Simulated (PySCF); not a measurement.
Al(All)(H)(OMe) (C₄H₉AlO), SMILES C=C[CH2][AlH][O]C. Coordinates come from a B3LYP-D3(BJ)/def2-SVP optimisation. The structure was generated by enumeration; whether it is a known compound was not checked. One conformer was computed; it need not be the lowest.

Give the equilibrium geometry at B3LYP-D3(BJ)/def2-SVP (PySCF confirms it by a frequency run) as Cartesian coordinates in Å. (The exact figures need the calculation; the answer reports its results.)

Several could match; the one computed here: 
```xyz
15

Al    -0.0907    -0.2065     0.7931
C      1.5496    -0.8378    -0.0851
C      1.6340     0.3319    -1.0149
C      2.0898     1.5616    -0.7049
H      1.4709    -1.7982    -0.6115
H      2.3837    -0.8654     0.6336
H      1.1840     0.1889    -2.0063
H      2.5475     1.7772     0.2667
H      2.0441     2.3816    -1.4254
H     -0.0498     0.7097     2.0810
O     -1.5743    -0.5643     0.0374
C     -2.9192    -0.2026     0.1358
H     -3.5555    -1.0991     0.2520
H     -3.1241     0.4664     0.9947
H     -3.2518     0.3198    -0.7802
```
